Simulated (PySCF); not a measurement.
CH9ClOSi3, SMILES CO[Si@H]([SiH3])[SiH2]Cl.

Geometry optimised at B3LYP-D3(BJ)/def2-SVP. The structure was generated by enumeration; whether it is a known compound was not checked. The values are those of a single conformer.

Two levels are set side by side: PBE/def2-TZVP (PySCF) and PBE0/def2-TZVP (PySCF). Same geometry, gas phase. Differences are taken from unrounded values.

```tsv
quantity	PBE0	PBE	PBE minus PBE0
orbital gap (eV)	6.26	4.23	-2.04
highest occupied level (eV)	-7.40	-6.21	1.20
lowest empty level (eV)	-1.14	-1.98	-0.84
dipole moment (D)	1.76	1.71	-0.05
```

PBE's occupied levels lie high since its potential decays too fast outside the molecule; exact exchange lowers them and widens the gap. Differences between two approximate levels are no errors against the true value.

Rough cost on one machine, each run with all the roots and properties that it gave: PBE0 against PBE within a factor of 2.
